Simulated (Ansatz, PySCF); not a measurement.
This PySCF input computes a PBE/def2-TZVPD energy:

```python
from pyscf import gto, scf, dft

mol = gto.M(
    atom='''
    O    -0.06084687    1.23645032   -1.32555026
    Ge    0.00019561    0.02386966   -0.00429719
    O    -1.12618935    0.58330403    1.22450130
    O    -0.39096937   -1.49918381   -0.81318494
    O     1.54866400   -0.19981646    0.80381292
    H    -0.77956074    0.45151881    2.11483360
    H    -1.15544684   -1.43387495   -1.39702858
    H     2.16348058   -0.74750570    0.30307274
    ''',
    basis='def2-tzvpd',
    charge=0,
    spin=1,
    verbose=4,
)

mf = dft.UKS(mol, xc='pbe').density_fit(auxbasis='def2-universal-jkfit')
mf.grids.level = 3
mf.conv_tol = 1e-9
mf.max_cycle = 100
mf.max_memory = 1500
mf.kernel()
if not mf.converged:
    mf = mf.newton()
    mf.kernel(mf.make_rdm1())
for _ in range(2):
    mo, _, stable, _ = mf.stability(return_status=True)
    if stable:
        break
    mf.kernel(mf.make_rdm1(mo, mf.mo_occ))
mf.analyze()
```

### Question
Write an input for the same energy in Ansatz (a program for electronic structure) and say what it gives.

### Answer

Ansatz 0.2 input:
```yaml
crystal:
  periodic: [false, false, false]
  atoms:
    - {symbol: O, position_ang: [-0.06084687, 1.23645032, -1.32555026]}
    - {symbol: Ge, position_ang: [0.00019561, 0.02386966, -0.00429719]}
    - {symbol: O, position_ang: [-1.12618935, 0.58330403, 1.22450130]}
    - {symbol: O, position_ang: [-0.39096937, -1.49918381, -0.81318494]}
    - {symbol: O, position_ang: [1.54866400, -0.19981646, 0.80381292]}
    - {symbol: H, position_ang: [-0.77956074, 0.45151881, 2.11483360]}
    - {symbol: H, position_ang: [-1.15544684, -1.43387495, -1.39702858]}
    - {symbol: H, position_ang: [2.16348058, -0.74750570, 0.30307274]}
basis:
  gaussian:
    orbitals: def2-TZVPD
hamiltonian:
  xc: {name: PBE}
magnetization: {spin_polarized: true, initial_magnetization: 1}
output: {forces: true}
```
It gives -2379.24461 Eh, and PySCF -2379.24471 Eh, a difference of 0.10 mEh, from the treatment of integrals and grids.

It need not be the lowest isomer of its formula.
